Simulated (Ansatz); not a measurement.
One change: `OCOCO` becomes `N[SiH2]OCO`.

Ansatz, PBE0-D4/def2-TZVP geometries, multiplicity 1. Each molecule was computed in one conformer, which needn't be the lowest.

| property | `OCOCO` |
| --- | --- |
| HOMO energy (PBE0/def2-TZVPP) / eV | -8.12 |
| HOMO energy (ωB97M-V/def2-TZVPP) / eV | -10.57 |
| HOMO–LUMO gap (PBE/def2-TZVPP) / eV | 6.32 |
| LUMO energy (PBE0/def2-TZVPP) / eV | 0.76 |
| size of the dipole moment (ωB97M-V/def2-TZVPP) / D | 1.71 |
| HOMO energy (PBE/def2-TZVPP) / eV | -6.46 |

Q: Give the same properties after the change, and the shifts. (Estimate.)

A: Ansatz gave: 
| property | `N[SiH2]OCO` | shift |
| --- | --- | --- |
| HOMO energy (PBE0/def2-TZVPP) / eV | -7.68 | 0.44 |
| HOMO energy (ωB97M-V/def2-TZVPP) / eV | -10.09 | 0.48 |
| HOMO–LUMO gap (PBE/def2-TZVPP) / eV | 6.10 | -0.22 |
| LUMO energy (PBE0/def2-TZVPP) / eV | 0.75 | -0.01 |
| size of the dipole moment (ωB97M-V/def2-TZVPP) / D | 1.85 | 0.14 |
| HOMO energy (PBE/def2-TZVPP) / eV | -6.19 | 0.27 |

Dipoles are sizes alone; their direction can turn.
